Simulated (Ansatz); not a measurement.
Correlation energies of Al₂BH₆ISi by basis set

Z-matrix (Å, degrees):
```
B
I 1 2.495
Al 1 2.084 2 74.6
H 1 1.197 2 103.0 3 -117.1
H 1 1.197 2 102.8 3 117.7
Al 2 2.836 1 100.0 3 1.6
Si 6 2.449 2 104.8 1 110.0
H 6 1.588 2 106.6 1 -115.0
H 7 1.491 6 112.7 2 71.3
H 7 1.492 6 110.6 2 -49.0
H 7 1.492 6 111.4 2 -168.1
```

Total charge 0; spin multiplicity 1. Correlated methods include outer-core shells of I, which these sets cover unevenly. I takes the def2 core potential. The bonds changed during the relaxation, so this is another structure than the one it started from. All single points use the PBE0-D4/def2-TZVP geometry. It is one conformer, not always the lowest. Frozen core, restricted reference, Ansatz 0.2.0.

| basis | HF (Eh) | MP2 corr. |
| --- | --- | --- |
| def2-SVP | -1097.31569 | -0.44048 |
| def2-TZVPP | -1097.62627 | -0.89631 |
| def2-QZVPP | -1097.65086 | -1.09488 |

Task: Estimate the CCSD correlation energy and the (T) correction in each basis where they were run (hartree).

Result: 
```csv
basis,CCSD corr.,(T)
def2-SVP,-0.50777,-0.01735
def2-TZVPP,-0.92293,-0.03170
```
